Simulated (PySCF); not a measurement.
Geometry:
```
atom   x (Å)   y (Å)   z (Å)
 Al1  -0.109   1.376  -0.233
 Cl2  -1.269   2.575   1.032
 Cl3   0.858   2.289  -1.849
  O4   0.963   0.190   0.678
 Al5   0.134  -1.390   0.232
 Cl6  -0.839  -2.293   1.851
 Cl7   1.292  -2.605  -1.019
  O8  -0.930  -0.205  -0.689
  H9   1.690   0.357   1.284
 H10  -1.666  -0.371  -1.283
```

Geometry: PBE0-D3(BJ)/def2-SVP; GIAO shifts from PySCF, gas phase, non-relativistic, averaged over equivalent atoms.

At PBE/pcSseg-1 (pcSseg-2 on Al) (226 basis functions, 100 s wall time on 1 thread of an Intel Xeon, shared host):
```
          atoms  δ (ppm)
        Al1/Al5    106.3
Cl2/Cl3/Cl6/Cl7    -13.5
          O4/O8     67.8
         H9/H10     2.58
```

Referencing at the same level of theory: 27Al (σref 560.82) vs [Al(H2O)6]3+; HCl for 35Cl (σref 933.68); H2O for 17O (σref 334.63); 1H (σref 31.20) against TMS.

**Question.** Predict the values at PBE0/pcSseg-1 (pcSseg-2 on Al) on the same geometry.

**Answer.** 
```tsv
atoms	δ at PBE0/pcSseg-1 (pcSseg-2 on Al)	change
Al1/Al5	106.6	+0.3
Cl2/Cl3/Cl6/Cl7	-27.8	-14.3
O4/O8	59.4	-8.4
H9/H10	2.87	+0.29
```

References, each an isolated molecule treated in the same way: [Al(H2O)6]3+ for 27Al (σref 576.18); 35Cl (σref 943.27) vs HCl; 17O (σref 334.56) vs H2O; 1H (σref 31.27) against TMS.

The largest change is at Cl2/Cl3/Cl6/Cl7 (chlorine bonded to Al). Cost: 226 basis functions, 2.2 min wall time on 1 thread of an Intel Xeon, shared host.

Experimental scales use liquid or dissolved standards, which lie at an offset from isolated H2O (liquid H2O: subtract about 36 ppm).
